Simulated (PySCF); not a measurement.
Compound: C₁₀H₁₅B.
Atom-mapped SMILES: `[CH:1]#[C:2][C@@H:3]1[CH2:4][CH2:5][C@H:6]2[BH:7][C@@H:8]1[CH2:9][CH2:10][CH2:11]2`

Definitions: NICS(0) = −σiso at the ring centroid; NICS(1) = −σiso and NICS(1)zz = −σzz at ±1 Å along the ring normal z. Level: GIAO HF/pcSseg-1 (PySCF, non-relativistic, gas phase) on the PBE0-D3(BJ)/def2-SVP geometry, one conformer.

Ring bond lengths (Å): C3–C4 1.538, C4–C5 1.525, C5–C6 1.558, C6–B7 1.564, B7–C8 1.572, C8–C3 1.569; C6–B7 1.564, B7–C8 1.572, C8–C9 1.546, C9–C10 1.527, C10–C11 1.527, C11–C6 1.545.

**Question.** Give the NICS values of each ring in ppm.

**Answer.** 
| ring | type | NICS(0) | NICS(1), two faces | NICS(1)zz, two faces | rms pucker (Å) | centre to ring atoms, mean (Å) |
| --- | --- | --- | --- | --- | --- | --- |
| C3–C4–C5–C6–B7–C8 | 6-membered ring with B; formal bonds all single | -5.5 | -2.6 / -6.5 | 3.9 / -4.5 | 0.28 | 1.48 |
| C6–B7–C8–C9–C10–C11 | 6-membered ring with B; formal bonds all single | -0.3 | -2.5 / -3.7 | -0.3 / -4.0 | 0.28 | 1.49 |

**Question.** What do they say, and how far can they be read as aromaticity?

**Answer.** 
- C3–C4–C5–C6–B7–C8: mean NICS(1)zz -0.3 ppm, near zero. C3, C4, C5, C6, C8 have four or more neighbours, so the value isn't read as a sign of a π ring current. The two faces differ by 8.4 ppm, so no symmetry operation interchanges them.
- C6–B7–C8–C9–C10–C11: mean NICS(1)zz -2.2 ppm, near zero. C6, C8, C9, C10, C11 have four or more neighbours, and the NICS criterion for π rings isn't applied. The two faces differ by 3.7 ppm, so no symmetry operation interchanges them.

**Question.** At the second NICS(1) probe listed for ring C6–B7–C8–C9–C10–C11, 1 Å off the ring, what do the in-plane components average?

**Answer.** The isotropic value is a third of the trace: (3 × -3.7 − (-4.0))/2 = -3.6 ppm.

**Question.** How shielded are the nuclei of the rings and their hydrogens (means over atoms taken as equivalent)?

**Answer.** 
```tsv
atoms	environment	σ isotropic (ppm)
C3	propargylic carbon	164.1
C4	ring CH2 carbon	167.6
C5	ring CH2 carbon	165.6
C6	sp3 carbon bound to boron	164.6
B7	three-coordinate boron	31.5
C8	sp3 carbon bound to boron	161.2
C9	ring CH2 carbon	167.3
C10	ring CH2 carbon	164.0
C11	ring CH2 carbon	164.1
H on C3	methine hydrogen	30.08
H on C4	methylene hydrogen	30.61
H on C4	methylene hydrogen	30.33
H on C5	methylene hydrogen	30.92
H on C5	methylene hydrogen	30.32
```

The list is cut; further classes of hydrogen are left out.

**Question.** How do the values depend on the level or the medium?

**Answer.** 
```csv
level,"NICS(0), C3–C4–C5–C6–B7–C8","mean NICS(1)zz, C3–C4–C5–C6–B7–C8","NICS(0), C6–B7–C8–C9–C10–C11","mean NICS(1)zz, C6–B7–C8–C9–C10–C11"
"HF/pcSseg-1, gas",-5.5,-0.3,-0.3,-2.2
"PBE0/pcSseg-1, gas",-5.5,-0.5,0.1,-2.1
```

The geometry is the same throughout.
